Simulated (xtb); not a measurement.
The xtb input:
```
$ xtb mol.xyz --gfn 2 --opt --json

# file mol.xyz
4

O      1.36046398    -0.16480369    -0.38217925
S      0.21845532     0.03268320     0.40821133
F     -0.69249654     1.26263412    -0.24934034
F     -0.93860660    -1.10741838    -0.17392285
```

Give the HOMO-LUMO gap at the level xtb with GFN2-xTB.

6.00 eV

What is the computed total energy at the end of the optimisation (GFN2-xTB)?

-16.8225 Eh
